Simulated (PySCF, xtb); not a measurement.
H10N2Si3, SMILES N[SiH2]N[SiH2][SiH3]. One conformer was computed; it need not be the lowest.

Harmonic wavenumbers (cm⁻¹) from xtb with GFN2-xTB at its own minimum, in rising order: 26, 31, 48, 88, 156, 169, 222, 303, 378, 437, 461, 476, 482, 506, 577, 630, 695, 712, 746, 769, 794, 815, 819, 831, 845, 900, 968, 1199, 1531, 2115, 2184, 2200, 2216, 2236, 2236, 2293, 3462, 3485, 3521.

**Question.** What does PBE-D3(BJ)/def2-SVP (PySCF 2.14.0) give at its own minimum? (The exact figures need the calculation; the answer reports its results.)

**Answer.** 25, 49, 94, 133, 179, 203, 302, 344, 371, 409, 449, 491, 562, 568, 659, 684, 767, 782, 820, 850, 859, 895, 901, 908, 925, 931, 938, 1154, 1487, 2111, 2131, 2138, 2144, 2150, 2157, 2168, 3485, 3493, 3593. Paired by order, the mean absolute difference is 52 cm⁻¹ and the zero-point energies are 60.8 and 61.9 kcal/mol.
